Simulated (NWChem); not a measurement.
Molecule: SiH₂O, singlet; SMILES O[SiH]

Computed with NWChem. Pople sets run with spherical d functions. Low-valent species are run as closed-shell singlets; no triplet was tried in these runs. Structure relaxed at the PBE-D3(BJ)/def2-SVP level. B3LYP is NWChem's, with the RPA form of VWN correlation. Ions are spin-unrestricted doublets at the neutral geometry; other ion states weren't tried.

Problem. Order these by “ΔSCF minus −ε(HOMO) (eV)”, lowest first: Hartree-Fock/6-31+G*; PBE/6-31+G*; PBE0/6-31+G*; CAM-B3LYP/6-31+G*.

Solution. Hartree-Fock/6-31+G* (-0.84), CAM-B3LYP/6-31+G* (1.29), PBE0/6-31+G* (2.48), PBE/6-31+G* (3.50)
